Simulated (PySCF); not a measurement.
Ligands exchanged one at a time, In NH2-H. Isolated molecules, 0 K electronic values unless said otherwise. One relaxed conformer stands for each flexible species; it need not be the lowest. Strings in code marks are SMILES.

The numbers are results of CAM-B3LYP-D3(BJ)/def2-TZVP (PySCF 2.14.0), not measurements. Excitations are Tamm–Dancoff values on a coarser integration grid. The basis has no diffuse functions, so Rydberg states are missing or too high.

```
species                                             S1–T1 gap (TDA) (eV)  S1 excitation (TDA) (eV)  S1 oscillator strength
--------------------------------------------------  --------------------  ------------------------  ----------------------
0 of 3 NH2 replaced by H (`[NH2][In]([NH2])[NH2]`)                  0.60                      5.03                       ?
1 of 3 NH2 replaced by H                                            0.51                      5.22                   0.002
2 of 3 NH2 replaced by H (`[NH2][InH2]`)                            1.26                         ?                   0.088
3 of 3 NH2 replaced by H (`[InH3]`)                                    –                         –                       –
```

Problem. What belongs in the gaps?

Solution. 
- 0 of 3 NH2 replaced by H (`[NH2][In]([NH2])[NH2]`), S1 oscillator strength: 0.019
- 2 of 3 NH2 replaced by H (`[NH2][InH2]`), S1 excitation (TDA) (eV): 5.51
